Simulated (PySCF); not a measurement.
Molecule: `c1cc(=O)c(S)co1`, C₅H₄O₂S.

Cartesian coordinates in Å; atom numbers follow the order of the lines, from 1:
```xyz
12

O     0.7988    2.0933   -0.0202
C     0.2336    1.0092    0.0020
C    -1.1934    0.8015    0.0975
C    -1.7142   -0.4422    0.1044
O    -0.9926   -1.5580    0.0298
C     0.3446   -1.4442   -0.0556
C     0.9880   -0.2555   -0.0716
S     2.7164   -0.0837   -0.1822
H    -1.8303    1.6677    0.1594
H    -2.7739   -0.6451    0.1702
H     0.8449   -2.3988   -0.1102
H     2.5793    1.2551   -0.1495
```

Frames of a GFN2-xTB Langevin trajectory at 400 K; GIAO PBE0/pcSseg-1 shieldings in PySCF 2.14.0 with density-fitted response routines, gas phase, non-relativistic; equivalent atoms averaged within each frame.

Shifts are taken against calculated references (same method and geometry level): H2O for ¹⁷O (σ = 336.08 ppm); ¹³C (σ = 186.93 ppm) and ¹H (σ = 31.72 ppm) vs TMS; ³³S (σ = 503.73 ppm) against CS2. The references are static minima.

**Question.** How do the shifts (ppm) fluctuate along the trajectory?

**Answer.** 
| time (fs) | O1 | O5 | C2 | C4 | C7 | C6 | C3 | S8 | H11 | H10 |
| --- | --- | --- | --- | --- | --- | --- | --- | --- | --- | --- |
| 250 | 484.3 | 237.7 | 175.2 | 158.4 | 153.5 | 150.8 | 113.9 | -142 | 7.86 | 7.31 |
| 425 | 513.9 | 269.5 | 177.6 | 164.4 | 153.5 | 162.3 | 122.9 | -110 | 8.11 | 7.81 |
| 625 | 481.7 | 286.0 | 168.2 | 173.9 | 144.3 | 161.5 | 115.5 | -45 | 9.01 | 8.36 |
| 800 | 531.2 | 238.4 | 178.1 | 154.4 | 144.1 | 158.8 | 121.6 | -115 | 7.68 | 7.50 |
| 1000 | 526.7 | 231.5 | 179.6 | 156.0 | 136.7 | 149.7 | 125.1 | -107 | 7.67 | 7.33 |
| mean of frames | 507.5 | 252.6 | 175.7 | 161.4 | 146.4 | 156.6 | 119.8 | -104 | 8.07 | 7.66 |
| standard deviation | 23.3 | 23.8 | 4.5 | 8.0 | 7.1 | 6.0 | 4.9 | 36 | 0.56 | 0.44 |

5 frames give an uncertainty of the mean of about the standard deviation over 2.2 at best, since frames this close in time may not be independent; classical motion lacks zero-point vibration, and the reference would need the same averaging.
